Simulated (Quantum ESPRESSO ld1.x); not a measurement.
The numbers below are computed, except where a source is named.
Hg2+, configuration [Xe] 4f14 5d10. Code: ld1.x of Quantum ESPRESSO 7.5. Model: Dirac Kohn-Sham, LDA (Slater exchange, VWN5 correlation), spin-unpolarised, spherical densities, point nucleus.

Spin-orbit splittings of the eigenvalues, e(l+1/2) - e(l-1/2), with zeta = 2 splitting/(2l+1) and mean radii in bohr:

| shell | occ. | splitting (eV) | zeta (eV) | <r> j=l-1/2 | <r> j=l+1/2 |
|---|---|---|---|---|---|
| 2p | 6 | 1946 | 1297 | 0.05694 | 0.06561 |
| 3p | 6 | 431.0 | 287.3 | 0.1705 | 0.1864 |
| 3d | 10 | 92.39 | 36.96 | 0.1622 | 0.1670 |
| 4p | 6 | 104.3 | 69.54 | 0.4012 | 0.4357 |
| 4d | 10 | 19.45 | 7.778 | 0.4427 | 0.4539 |
| 4f | 14 | 4.196 | 1.199 | 0.4793 | 0.4861 |
| 5p | 6 | 18.47 | 12.31 | 0.9707 | 1.068 |
| 5d | 10 | ? | ? | 1.413 | 1.467 |

Estimate the 5d splitting.

Answer. 1.935 eV (zeta = 0.7739 eV).
